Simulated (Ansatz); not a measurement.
A run for Ansatz (a program for electronic structure): R-CCSD(T)/cc-pV(T+d)Z on H2 (SMILES [H][H]). The basis file is the Basis Set Exchange's JSON of that set.

Ansatz 0.2 input:
```yaml
crystal:
  periodic: [false, false, false]
  atoms:
    - {symbol: H, position_ang: [0.00000000, 0.00000000, 0.37198582]}
    - {symbol: H, position_ang: [-0.00000000, -0.00000000, -0.37198582]}
basis:
  gaussian:
    orbitals: cc-pV_T+d_Z.json
magnetization: {spin_polarized: false}
correlation: {method: ccsd_t, electrons: outside_noble_gas}
scf: {lower_state_search: off}
```

Problem. What total energy does the run end on?

Solution. -1.1723 hartree (reference determinant -1.1329, T1 diagnostic 0.006).
